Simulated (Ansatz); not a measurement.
Geometry optimisation, Ansatz 0.2.0, RKS LDA/def2-mTZVP.

input.yaml

```yaml
crystal:
  periodic: [false, false, false]
  atoms:
    - { symbol: F, position_ang: [-1.2456, -0.3121, 0.8838] }
    - { symbol: C, position_ang: [-0.0773, -0.2195, 0.2245] }
    - { symbol: Al, position_ang: [0.6416, -2.0565, 0.1152] }
    - { symbol: S, position_ang: [-0.2163, 0.4269, -1.4735] }
    - { symbol: P, position_ang: [-0.6574, 2.4689, -0.9143] }
    - { symbol: H, position_ang: [0.6351, 0.4295, 0.7986] }
    - { symbol: H, position_ang: [2.1134, -2.305, -0.5691] }
    - { symbol: H, position_ang: [-0.1038, -3.2667, 0.739] }
    - { symbol: H, position_ang: [-1.5423, 2.1826, 0.2522] }
    - { symbol: H, position_ang: [0.5356, 2.6007, -0.0536] }
basis:
  gaussian: { orbitals: def2-mTZVP }
hamiltonian:
  xc: lda
relax:
  f_tol: 0.015
  max_steps: 40
output:
  orbitals: {}
```

Command:

```bash
$ ansatz run input.yaml --threads 2 --pin off --max-ram 3072MiB --backend cpu --events-out ev --progress --plain --runs-dir out
```

**Question.** Where does it end, and by what steps?

**Answer.** The forces met the threshold. After 29 steps the energy has fallen by 0.452 eV; H7 moved furthest, 1.50 Å. Joined: Al3–S4.

```csv
step,energy less start (eV),largest force component (eV/Å),accepted
0,0.0000,1.803,yes
2,-0.2040,0.500,yes
4,-0.2320,0.101,yes
6,-0.2454,0.062,yes
8,-0.2526,0.113,yes
10,-0.2772,0.278,yes
12,-0.3126,0.414,yes
14,-0.3735,0.299,yes
16,-0.3922,0.331,yes
18,-0.4087,0.051,yes
20,-0.4236,0.153,yes
22,-0.4336,0.381,yes
24,-0.4130,0.650,no
26,-0.4445,0.248,no
28,-0.4515,0.032,yes
29,-0.4516,0.008,yes
```

```xyz
10
Properties=species:S:1:pos:R:3
F -1.242 -0.858 1.925
C -0.340 -0.348 1.038
Al 0.650 -1.519 -0.213
S -1.228 0.015 -0.604
P -0.299 1.815 -1.302
H 0.032 0.621 1.414
H 1.920 -0.858 -0.923
H 0.149 -3.024 -0.344
H -0.593 2.606 -0.135
H 1.033 1.500 -0.854
```

The run took 31 s on 2 threads of INTEL(R) XEON(R) PLATINUM 8581C CPU @ 2.30GHz (Emerald Rapids), with other jobs on the host, peak memory 0.2 GiB.
